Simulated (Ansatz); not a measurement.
BHN (SMILES [B]=N), charge 0, multiplicity 2, relaxed at each level with Ansatz (an electronic-structure program); harmonic frequencies from differences of analytic forces, average atomic masses, frozen cores. Open shells are unrestricted.

Give the equilibrium geometry, the harmonic frequencies and the zero-point energy at wB97X-V/def2-TZVPP.


(charge 0, multiplicity 2):
```json
[
 {"atom": "B", "x (Å)": "0.0000", "y (Å)": "0.0000", "z (Å)": "-0.8366"},
 {"atom": "N", "x (Å)": "0.0000", "y (Å)": "0.0000", "z (Å)": "0.3983"},
 {"atom": "H", "x (Å)": "0.0000", "y (Å)": "0.0000", "z (Å)": "1.3919"}
]
```
Frequencies (cm⁻¹): 484, 484, 1936, 3882. Zero-point energy 9.70 kcal/mol.

Give the equilibrium geometry, the harmonic frequencies and the zero-point energy at CCSD(T)/cc-pVTZ.


(charge 0, multiplicity 2):
```xyz
3

B      0.00000     0.00000    -0.84262
N      0.00000     0.00000     0.40183
H      0.00000     0.00000     1.39447
```
Frequencies (cm⁻¹): 460, 460, 1891, 3868. Zero-point energy 9.55 kcal/mol.
